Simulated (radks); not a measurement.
Problem. Charge is removed step by step from the 3d down level of Rb2+, starting from [Ar] 3d(up 5, down 5) 4s2 4p5. Level of theory: scalar-relativistic Kohn-Sham, PBE, spin-polarised, spherical densities, point nucleus; open shells are filled with parallel spins first (spin-orbit coupling, left out, can overturn this in heavy ions) (a radial shooting solver on a logarithmic mesh with Libxc functionals). At the starting occupation the eigenvalue is -123.83 eV. Estimate the energy to remove one whole electron from this level, the eigenvalue at the end, and how far E(n) bends from a straight line.

Solution. Delta-SCF 138.49 eV; final eigenvalue -153.62 eV; the deviation from the straight line is -3.724 eV at 0.5 electron removed, the largest on the grid computed. Slater's transition state (half an electron removed) gives 138.43 eV. Integrating minus the eigenvalue over the occupation (Janak's theorem) gives 138.53 eV. In this scalar-relativistic scheme the density is built from large components alone, so the theorem holds only approximately. The mean slope of the eigenvalue, de/dn, is 29.8 eV per electron.
